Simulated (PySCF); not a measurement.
Al(H)2(OH)(OH2), H5AlO2, singlet at its CAM-B3LYP/def2-SVP optimised geometry (Å):

```
8

Al    -1.1770    -0.9119     0.0000
H     -1.8965    -1.3335    -1.3479
H     -1.8846    -1.1045     1.4111
O      0.5801    -0.9119     0.0000
H      1.1770    -1.5315    -0.4232
O     -0.8836     1.0611     0.0000
H      0.0907     0.8965     0.0003
H     -1.1107     1.5315     0.8150
```

Computed with PySCF with CAM-B3LYP/def2-TZVP. Cells within 0.4 Å of a nucleus heavier than hydrogen are left out (blank, or x).

Map of the log10 of the electron density (e/bohr³), floored at −4 on the plane z = 0.0 Å:

```
|0000000000000000000000000000000|
|0000000000000000000000000000000|
|0000000000000000000000000000000|
|0000000000001000000000000000000|
|0000000011222211000000000000000|
|0000000122333322110000000000000|
|0000001233444443221000000000000|
|0000002345566554332100000000000|
|0000012356677765433200000000000|
|0000013456888876543210000000000|
|00001234678xx987654321000000000|
|00001235679xxx98764321000000000|
|00001234679xx988765432100000000|
|0000123467899877665433210000000|
|0001233456777766665544321000000|
|0011234456666666676654321000000|
|0012334556776667888765432000000|
|00123445689x87789x9876432100000|
|0123345569xxx778xxx976532100000|
|0123345569xx9778xxx976532100000|
|0123345567998678999876532100000|
|0112345556666667788876532100000|
|0012344555555556667665432000000|
|0012234444444445555554321000000|
|0001223344433344444443220000000|
|0000122233333333333322110000000|
|0000011222222222222211000000000|
|0000000111111111100000000000000|
|0000000000000000000000000000000|
|0000000000000000000000000000000|
|0000000000000000000000000000000|
```
Scale: ten equal steps from -4.00 (start of '0') to -0.022 (end of '9'), in the order '0123456789'; x runs from -4.00 to 4.00, y from -4.00 (bottom) to 4.00 (top).
